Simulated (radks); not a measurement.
Values are calculated unless marked as measured or tabulated.
The carbon anion C- inside a hard spherical wall (all orbitals vanish at R), configuration held at [He] 2s2 2p3 and not refilled when levels cross. Code: a radial shooting solver on a logarithmic mesh with Libxc functionals. Model: non-relativistic Kohn-Sham, PBE, spin-polarised, spherical densities, point nucleus; open shells are filled with parallel spins first. Eigenvalues in eV for spin up, with the zero of energy where the potential of the charges vanishes at infinity; a dash marks a level that is unbound or too diffuse for the functional's potential to be trusted. A positive occupied level is held by the wall or, in an anion where self-interaction has pushed it up, behind a barrier. The pressure on the wall is -dE/dV.

R (bohr)  E (hartree)  kinetic (hartree)    e(1s)   e(2s)   e(2p)  e(3s, empty)  e(3p, empty)  pressure (GPa)
20          -37.85855             37.725  -263.95  -6.551   1.549         2.001         2.240        0.000607
10          -37.85434             37.735  -263.20  -5.912   2.143         4.533         5.811          0.0407
8           -37.84773             37.757  -262.59  -5.451   2.600         6.390         8.346           0.214
6           -37.81953             37.857  -260.93  -4.326   3.809        11.065        14.079            1.93
5           -37.76804             38.043  -258.81  -2.997   5.322        16.677        20.282            7.86
4           -37.60626             38.595  -254.05  -0.063   8.730        28.922        32.712            41.7
3           -36.98270             40.416  -242.27   7.926  17.715        60.949        62.491             312
1.5         -27.45027             59.788  -174.58  93.178  93.008        351.35        295.31           22600
